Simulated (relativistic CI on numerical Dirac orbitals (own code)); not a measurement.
Level scheme of Pt³⁶⁺

These numbers are calculated, not measured: Dirac-Coulomb-Breit CI, KLI orbitals optimised for each configuration, model QED (radiative potential, 1s self-energy scaled to tabulated hydrogen-like ionisation energies), unscaled Slater integrals (own radial code, finite nucleus).

Configuration list (outside the closed core [Ar] 3d10): 4s2 4p6 4d6, 4s2 4p6 4d5 4f, 4s2 4p5 4d7, 4s2 4p4 4d8, 4s 4p6 4d7, 4p6 4d8, 4s 4p6 4d6 4f, 4s 4p5 4d8, 4s2 4p6 4d5 5s, 4s2 4p6 4d5 5d, 4s2 4p4 4d7 5s, 4s2 4p6 4d4 5s2, 4s2 4p6 4d5 6s, 4s 4p6 4d6 5s, 4p6 4d7 5s, 4s 4p6 4d5 5s2. Levels of other configurations are missing.

The lowest level is 4s2 4p6 4d6 3F_4, with 40 % of that term; Hund's rules for 4s2 4p6 4d6 give 5D with J = 4, of which the calculation keeps J, while another term leads.

```tsv
No.	Configuration	Term	J	E (cm⁻¹)	%	Next component (%)	Landé g	Lifetime (s)
1	4s2 4p6 4d6	3F	4	0	40	35 5D	1.265	
2	4s2 4p6 4d6	3P	2	22914	41	20 3D	1.289	2.54e+02
3	4s2 4p6 4d6	3P	0	77337	51	30 1S		9.80e-01
4	4s2 4p6 4d6	5D	3	160082	66	22 3F	1.365	8.97e-06
5	4s2 4p6 4d6	5D	4	170141	43	23 3H	1.174	9.36e-06
6	4s2 4p6 4d6	5D	1	174418	51	31 3P	1.315	8.33e-06
7	4s2 4p6 4d6	3G	5	201044	61	39 3H	1.130	4.08e-05
8	4s2 4p6 4d6	3H	6	204455	68	32 1I	1.109	2.02e-01
9	4s2 4p6 4d6	3F	2	217465	48	24 1D	0.974	1.32e-05
10	4s2 4p6 4d6	3D	3	223982	31	27 3G	1.063	1.80e-05
11	4s2 4p6 4d6	3P	0	255022	72	22 1S		1.55e-04
12	4s2 4p6 4d6	3P	1	266747	60	34 3D	1.159	1.76e-05
13	4s2 4p6 4d6	3D	2	267048	36	22 3F	1.118	5.20e-05
14	4s2 4p6 4d6	1G	4	270211	41	31 3G	1.049	2.39e-04
15	4s2 4p6 4d6	3F	3	278383	54	39 1F	1.063	2.90e-05
16	4s2 4p6 4d6	5D	2	342177	60	29 3P	1.444	3.90e-06
17	4s2 4p6 4d6	5D	0	352511	61	38 1S		3.47e-06
18	4s2 4p6 4d6	3H	4	368945	42	38 3F	1.097	4.59e-06
19	4s2 4p6 4d6	5D	3	378598	27	26 3D	1.206	5.02e-06
20	4s2 4p6 4d6	3H	5	386212	61	39 3G	1.094	8.47e-06
21	4s2 4p6 4d6	1I	6	402705	68	32 3H	1.048	1.32e-05
22	4s2 4p6 4d6	3G	3	404072	43	41 3F	0.963	7.45e-06
23	4s2 4p6 4d6	3D	1	411888	48	46 3P	1.013	6.04e-06
24	4s2 4p6 4d6	3F	2	423974	35	33 3P	1.054	7.75e-06
25	4s2 4p6 4d6	1G	4	424542	51	28 3G	1.054	9.10e-06
26	4s2 4p6 4d6	3F	2	460746	69	16 3P	0.863	5.17e-06
27	4s2 4p6 4d6	3F	4	478569	61	32 1G	1.154	7.87e-06
28	4s2 4p6 4d6	1D	2	538346	81	8 3P	1.023	7.98e-06
29	4s2 4p6 4d6	3P	1	546223	63	37 5D	1.496	2.15e-06
30	4s2 4p6 4d6	1S	0	591557	79	18 3P		5.49e-06
```

Energies count from the lowest computed level; lifetimes are radiative, by E1, M1, E2, M2 decay to levels of this space only.

The mean weight of the leading LS term, summed over parents, in these 30 levels is 54 %, and that of the leading jj configuration (from the same eigenvectors) 95 %, so jj coupling describes them better and the LS labels are nominal.

At this charge energies of transitions that change n are usually good to better than 1 %, and those within a shell (Δn = 0) to a few per cent. Terms inside the open d or f shell come out 10 to 20 % too wide with unscaled integrals.

LS names give the leading component of a level, which can be under half, so a name can repeat, a term be missing and a line seem to break the LS rules.
